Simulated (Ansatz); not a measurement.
One geometry of Al4Ga3⁺, several levels of theory.

```yaml
crystal:
  periodic: [false, false, false]
  atoms:
    - {symbol: Al, position_ang: [-0.467638, 1.311195, -1.515286]}
    - {symbol: Al, position_ang: [1.271714, -1.099277, 1.277507]}
    - {symbol: Al, position_ang: [-1.234066, -1.174616, -1.247873]}
    - {symbol: Al, position_ang: [1.473195, 1.368964, 0.436708]}
    - {symbol: Ga, position_ang: [-1.305866, -1.087127, 1.327942]}
    - {symbol: Ga, position_ang: [1.306353, -0.754664, -1.274378]}
    - {symbol: Ga, position_ang: [-1.043692, 1.435525, 0.995381]}
basis:
  gaussian: {orbitals: def2-TZVP, initial_orbitals: start.molden}
total_charge: 1
hamiltonian: {xc: {name: PBE-QIDH}}
scf: {omitted_lower_state_checks: [starts]}
```

The file start.molden holds the orbitals of an earlier run on this structure, at another level or in another basis.

```sh
$ ansatz run in.yaml --threads 4 --pin off --events-out ev --progress --plain --max-ram 4787MiB
```

Shortened log:

```
Functional definition: PBE-QIDH
1902 factors; integrals over basis functions are off by at most 9.9e-4 eV
mean field evaluation 1: about -183436.2765 eV, gradient 3.0e1 eV
mean field evaluation 2: about -183436.8664 eV, gradient 8.6e-1 eV
mean field evaluation 4: about -183437.1170 eV, gradient 1.2e-2 eV
mean field evaluation 8: about -183437.1170 eV, gradient 2.5e-6 eV
mean field -183437.11700662 eV, -6741.1897118497 hartree, gradient 4.0e-6 eV, S^2 0.000000; 0 other end points of the search recorded, 0 dependent functions left out
47 core orbitals not correlated: weight in the atoms' cores, before any rotation towards them, 1.000 or more for the frozen orbitals, at most 0.000 for the correlated occupied ones
reference -183437.11701821 eV, -6741.1897122754 hartree; 25, 25 occupied and 220, 220 virtual orbitals, 1902 factors
second order -32.91265603 eV of doubles, -0.00000000 eV of singles
Total energy: -183448.08790355 eV, -6741.5928848755 hartree
Checks for a lower state left out: starts
```

Run time 25 s (4 threads of Arm Neoverse V1 on a shared host), peak host memory 1.3 GiB.

As the first input, with `gaussian: {orbitals: def2-SVP, initial_orbitals: start.molden}`, `correlation: {method: ccsd_t}`, `output: {orbitals: {seedname: orbitals}}` and without the key `hamiltonian` (abridged; 47 s):

```
Functional definition: HF
mean field -183298.92470000 eV, -6736.1112382516 hartree, gradient 3.5e-6 eV, S^2 0.000000; unrestricted orbitals would lower it
47 core orbitals not correlated: weight in the atoms' cores, before any rotation towards them, 1.000 or more for the frozen orbitals, at most 0.000 for the correlated occupied ones
second order -26.12798622 eV of doubles, -0.00000000 eV of singles
cycle   1  -22.11660903 eV  change     4.0e0 eV  update   3.1e-1
cycle   2  -23.80545492 eV  change    -1.7e0 eV  update   1.4e-1
cycle   3  -24.06140061 eV  change   -2.6e-1 eV  update   3.2e-2
cycle   4  -24.03311867 eV  change    2.8e-2 eV  update   1.2e-2
cycle   5  -24.03746267 eV  change   -4.3e-3 eV  update   7.6e-3
cycle   6  -24.04190486 eV  change   -4.4e-3 eV  update   3.4e-3
cycle   7  -24.03886161 eV  change    3.0e-3 eV  update   1.6e-3
cycle   8  -24.03858305 eV  change    2.8e-4 eV  update   7.5e-4
cycle   9  -24.03922104 eV  change   -6.4e-4 eV  update   3.0e-4
cycle  10  -24.03910475 eV  change    1.2e-4 eV  update   1.4e-4
cycle  11  -24.03900284 eV  change    1.0e-4 eV  update   4.9e-5
cycle  12  -24.03906152 eV  change   -5.9e-5 eV  update   2.4e-5
perturbative correction -2.03728738 eV, -0.0748689301 hartree
Total energy: -183325.00104890 eV, -6737.0695263984 hartree
Checks for a lower state left out: starts
```

First input, but with `hamiltonian: {xc: r2scan, dispersion: d4}`, `output: {orbitals: {seedname: orbitals}}` (abridged; 17 s):

```
Functional definition: r2SCAN
mean field -183514.69206975 eV, -6744.0405428375 hartree, gradient 2.1e-5 eV, S^2 0.000000
Total energy: -183514.77950879 eV, -6744.0437561629 hartree
Checks for a lower state left out: starts
```

First input, but with `gaussian: {orbitals: STO-3G}`, `hamiltonian: {xc: hf}`, `output: {orbitals: {seedname: orbitals}}` (abridged; 10 s):

```
Functional definition: HF
mean field evaluation 16: about -181185.2085 eV, gradient 1.1e0 eV
mean field evaluation 32: about -181185.2816 eV, gradient 5.7e-5 eV
mean field -181185.28160018 eV, -6658.4362870119 hartree, gradient 9.7e-6 eV, S^2 0.000000
Total energy: -181185.28160018 eV, -6658.4362870119 hartree
Checks for a lower state left out: starts
```

First input, but with `hamiltonian: {xc: pbe0, dispersion: d4}`, `output: {orbitals: {seedname: orbitals}}` (abridged; 22 s):

```
Functional definition: PBE0
mean field -183485.54770270 eV, -6742.9695071030 hartree, gradient 1.9e-5 eV, S^2 0.000000
Total energy: -183485.97867630 eV, -6742.9853450909 hartree
Checks for a lower state left out: starts
```

First input, but with `hamiltonian: {xc: {name: CAM-B3LYP}, dispersion: d4}`, `output: {orbitals: {seedname: orbitals}}` (abridged; 21 s):

```
Functional definition: CAM-B3LYP
the host lacks memory for fits, so the integrals are decomposed
mean field -183526.27543533 eV, -6744.4662236709 hartree, gradient 1.7e-5 eV, S^2 0.000000
Total energy: -183526.74542826 eV, -6744.4834955925 hartree
Checks for a lower state left out: starts
```

The first input with `gaussian: {orbitals: def2-SVP, initial_orbitals: start.molden}`, `hamiltonian: {xc: pbe, dispersion: d4}`, `output: {orbitals: {seedname: orbitals}}` (abridged; 3.5 s):

```
Functional definition: PBE
mean field -183451.22230826 eV, -6741.7080721239 hartree, gradient 2.2e-5 eV, S^2 0.000000
Total energy: -183451.72192308 eV, -6741.7264326299 hartree
Checks for a lower state left out: starts
```

Geometry: PBE-D4/def2-SVP.

Correlated methods freeze 47 core orbitals; core or outer-core shells of Ga are correlated, in sets that lack core-valence functions. The restricted singlet is unstable towards broken spin symmetry in Hartree–Fock (as tested in another run); at PBE-QIDH/def2-TZVP, r2SCAN-D4/def2-TZVP, HF/STO-3G, PBE0-D4/def2-TZVP and others this wasn't settled. At CCSD(T)/def2-SVP the restricted singlet (for correlated methods, its reference) is unstable: a solution with broken spin symmetry lies lower. Another isomer (singlet) lies 0.03 eV lower at PBE0-D4/def2-TZVP; other spin states weren't run for this one.
